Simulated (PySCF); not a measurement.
**A survey of 29Si NMR shifts**

[PySCF 2.14.0 with density-fitted response routines: geometry from GFN2-xTB; shieldings: GIAO PBE0/pcSseg-1; a single conformation; no relativistic terms; isolated molecule; equivalent nuclei averaged]

Shieldings were converted by a linear fit to measured shifts: 29Si (scatter 8.9 ppm rms, 25.8 ppm with the 6 outliers that the fit left out vs TMS, solution or neat liquid). A few per cent of atoms miss by over 2 rms, more outside the fitted compound classes.

**Question.** Give the 29Si shifts of `N#C[C@@H]1CCN[SiH2][Si@H]1P`, `[SiH3]N[Si@@H]1C[SiH2][SiH2][SiH2]1`, `C[C@@H]([SiH3])S[SiH2]P`, `CC[SiH2]S[SiH2]P`, `CC#C[Si@](C)([SiH3])C#N`, `NCCN[Si@H](N)F`, `C[Si@H](P)CS[SiH3]`.

**Answer.** 
```json
{"compound": "[N:1]#[C:2][C@@H:3]1[CH2:4][CH2:5][NH:6][SiH2:7][Si@H:8]1[PH2:9]", "environment": "Si7: silicon bonded to N, Si, 2 H, in a 6-membered ring", "δ (ppm)": "-50.1"}
{"compound": "[N:1]#[C:2][C@@H:3]1[CH2:4][CH2:5][NH:6][SiH2:7][Si@H:8]1[PH2:9]", "environment": "Si8: silicon bonded to C, P, Si, H, in a 6-membered ring", "δ (ppm)": "-51.0"}
{"compound": "[SiH3:1][NH:2][Si@@H:3]1[CH2:4][SiH2:5][SiH2:6][SiH2:7]1", "environment": "Si3: silicon bonded to C, N, Si, H, in a 5-membered ring", "δ (ppm)": "-15.1"}
{"compound": "[SiH3:1][NH:2][Si@@H:3]1[CH2:4][SiH2:5][SiH2:6][SiH2:7]1", "environment": "Si1: silicon bonded to N, 3 H", "δ (ppm)": "-54.2"}
{"compound": "[SiH3:1][NH:2][Si@@H:3]1[CH2:4][SiH2:5][SiH2:6][SiH2:7]1", "environment": "Si5: silicon bonded to C, Si, 2 H, in a 5-membered ring", "δ (ppm)": "-64.7"}
{"compound": "[SiH3:1][NH:2][Si@@H:3]1[CH2:4][SiH2:5][SiH2:6][SiH2:7]1", "environment": "Si6: silicon bonded to 2 Si, 2 H, in a 5-membered ring", "δ (ppm)": "-111.2"}
{"compound": "[SiH3:1][NH:2][Si@@H:3]1[CH2:4][SiH2:5][SiH2:6][SiH2:7]1", "environment": "Si7: silicon bonded to 2 Si, 2 H, in a 5-membered ring", "δ (ppm)": "-112.1"}
{"compound": "[CH3:1][C@@H:2]([SiH3:3])[S:4][SiH2:5][PH2:6]", "environment": "Si5: silicon bonded to P, S, 2 H", "δ (ppm)": "-29.7"}
{"compound": "[CH3:1][C@@H:2]([SiH3:3])[S:4][SiH2:5][PH2:6]", "environment": "Si3: silicon bonded to C, 3 H", "δ (ppm)": "-55.5"}
{"compound": "[CH3:1][CH2:2][SiH2:3][S:4][SiH2:5][PH2:6]", "environment": "Si3: silicon bonded to C, S, 2 H", "δ (ppm)": "-25.8"}
{"compound": "[CH3:1][CH2:2][SiH2:3][S:4][SiH2:5][PH2:6]", "environment": "Si5: silicon bonded to P, S, 2 H", "δ (ppm)": "-32.4"}
{"compound": "[CH3:1][C:2]#[C:3][Si@:4]([CH3:5])([SiH3:6])[C:7]#[N:8]", "environment": "Si4: silicon bonded to 3 C, Si", "δ (ppm)": "-59.6"}
{"compound": "[CH3:1][C:2]#[C:3][Si@:4]([CH3:5])([SiH3:6])[C:7]#[N:8]", "environment": "Si6: silicon bonded to Si, 3 H", "δ (ppm)": "-98.8"}
{"compound": "NCCN[Si@H](N)F", "environment": "silicon bonded to F, 2 N, H", "δ (ppm)": "-32.6"}
{"compound": "[CH3:1][Si@H:2]([PH2:3])[CH2:4][S:5][SiH3:6]", "environment": "Si2: silicon bonded to 2 C, P, H", "δ (ppm)": "-27.5"}
{"compound": "[CH3:1][Si@H:2]([PH2:3])[CH2:4][S:5][SiH3:6]", "environment": "Si6: silicon bonded to S, 3 H", "δ (ppm)": "-51.3"}
```
